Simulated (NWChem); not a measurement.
System: VNH₃O₂F; SMILES [NH]=[V]([OH])([OH])[F]

Here is an NWChem input.

```
start job
memory heap 200 mb stack 900 mb global 1100 mb
geometry units angstroms noautoz
  V     -0.000128     0.013318    -0.078306
  N      0.000340    -0.097142     1.512057
  H     -0.002344    -0.021113     2.528083
  F     -0.033142     1.683749    -0.523456
  O     -1.415192    -0.806274    -0.694769
  H     -2.090363    -1.188661    -0.124084
  O      1.447989    -0.748853    -0.691667
  H      2.136723    -1.103886    -0.119534
end
basis spherical
  V library def2-svp
  N library def2-svp
  H library def2-svp
  F library def2-svp
  O library def2-svp
end
dft
  xc b3lyp
  iterations 150
  mulliken
end
task dft energy
```

Output (shortened):

```
             Northwest Computational Chemistry Package (NWChem) 7.3.0
             --------------------------------------------------------

 CS  symmetry detected

                             Geometry "geometry" -> ""
                             -------------------------

 Output coordinates in angstroms (scale by  1.889725989 to convert to a.u.)

  No.       Tag          Charge          X              Y              Z
 ---- ---------------- ---------- -------------- -------------- --------------
    1 V                   23.0000     0.00400410     0.01268903     0.00000000
    2 N                    7.0000     1.58630838    -0.18165418     0.00000000
    3 H                    1.0000     2.60493526    -0.15938976     0.00000000
    4 F                    9.0000    -0.35222492     1.70463731     0.00000000
    5 O                    8.0000    -0.65185592    -0.74476133    -1.43187918
    6 H                    1.0000    -0.10073466    -1.14321666    -2.11396919
    7 O                    8.0000    -0.65185592    -0.74476133     1.43187918
    8 H                    1.0000    -0.10073466    -1.14321666     2.11396919

 Effective nuclear repulsion energy (a.u.)     339.8340478902

      Symmetry information
      --------------------

 Group name             Cs
 Group number              2
 Group order               2
 No. of unique centers     6

                                 NWChem DFT Module
                                 -----------------

 Summary of "ao basis" -> "ao basis" (spherical)
 ------------------------------------------------------------------------------
       Tag                 Description            Shells   Functions and Types
 ---------------- ------------------------------  ------  ---------------------
 V                          def2-svp                11       31   5s3p2d1f
 N                          def2-svp                 6       14   3s2p1d
 H                          def2-svp                 3        5   2s1p
 F                          def2-svp                 6       14   3s2p1d
 O                          def2-svp                 6       14   3s2p1d

      Symmetry analysis of basis
      --------------------------

        a'         64
        a"         38

            General Information
            -------------------
          SCF calculation type: DFT
          Wavefunction type:  closed shell.
          No. of atoms     :     8
          No. of electrons :    58
           Alpha electrons :    29
            Beta electrons :    29
          Charge           :     0
          Spin multiplicity:     1
          Use of symmetry is: on ; symmetry adaption is: on
          Maximum number of iterations: 150
          AO basis - number of functions:   102
                     number of shells:    44
          Convergence on energy requested:  1.00D-06
          Convergence on density requested:  1.00D-05
          Convergence on gradient requested:  5.00D-04

              XC Information
              --------------
                         B3LYP Method XC Potential
                     Hartree-Fock (Exact) Exchange  0.200
                        Slater Exchange Functional  0.800 local
                    Becke 1988 Exchange Functional  0.720 non-local
              Lee-Yang-Parr Correlation Functional  0.810
                  VWN I RPA Correlation Functional  0.190 local

             Grid Information
             ----------------
          Grid used for XC integration:  medium
          Radial quadrature: Mura-Knowles
          Angular quadrature: Lebedev.
          Tag              B.-S. Rad. Rad. Pts. Rad. Cut. Ang. Pts.
          ---              ---------- --------- --------- ---------
          V                   1.35      112          10.0       590
          N                   0.65       49           8.0       434
          H                   0.35       45          11.0       434
          F                   0.50       49          10.0       434
          O                   0.60       49          10.0       434
          Grid pruning is: on
          Number of quadrature shells:   349
          Spatial weights used:  Erf1

      Superposition of Atomic Density Guess
      -------------------------------------

 Sum of atomic energies:       -1247.09920890

      Non-variational initial energy
      ------------------------------

 Total energy =   -1247.502711
 1-e energy   =   -2389.905920
 2-e energy   =     802.569162
 HOMO         =      -0.392948
 LUMO         =      -0.023276

      Symmetry analysis of molecular orbitals - initial
      -------------------------------------------------

  Numbering of irreducible representations:

     1 a'          2 a"

  Orbital symmetries:

     1 a'          2 a'          3 a'          4 a'          5 a"
     6 a'          7 a"          8 a'          9 a'         10 a'
    11 a'         12 a'         13 a"         14 a'         15 a'
    16 a"         17 a'         18 a'         19 a"         20 a'
    21 a'         22 a"         23 a'         24 a'         25 a'
    26 a"         27 a"         28 a'         29 a"         30 a'
    31 a"         32 a'         33 a'         34 a"         35 a'
    36 a"         37 a'         38 a'         39 a'

     ---------------------------------------------
      Total Density - Mulliken Population Analysis
     ---------------------------------------------

    Atom       Charge   Shell Charges
 -----------   ------   -------------------------------------------------------
    1 V   23    19.98   2.00  2.00  2.00  0.17  0.02  6.00  6.00  0.31  0.73  0.72  0.04
    2 N    7     8.33   1.99  1.12  0.56  2.81  1.84  0.01
    3 H    1     0.76   0.58  0.13  0.04
    4 F    9     9.73   1.99  1.16  0.81  3.59  2.18  0.00
    5 O    8     8.95   1.99  1.11  0.67  3.18  1.99  0.00
    6 H    1     0.65   0.52  0.07  0.06
    7 O    8     8.95   1.99  1.11  0.67  3.18  1.99  0.00
    8 H    1     0.65   0.52  0.07  0.06

[...]
```

Level: B3LYP/def2-SVP. The geometry was optimised at PBE0/def2-SVP. Not confirmed as a minimum by frequencies. B3LYP is NWChem's, with the RPA form of VWN correlation.
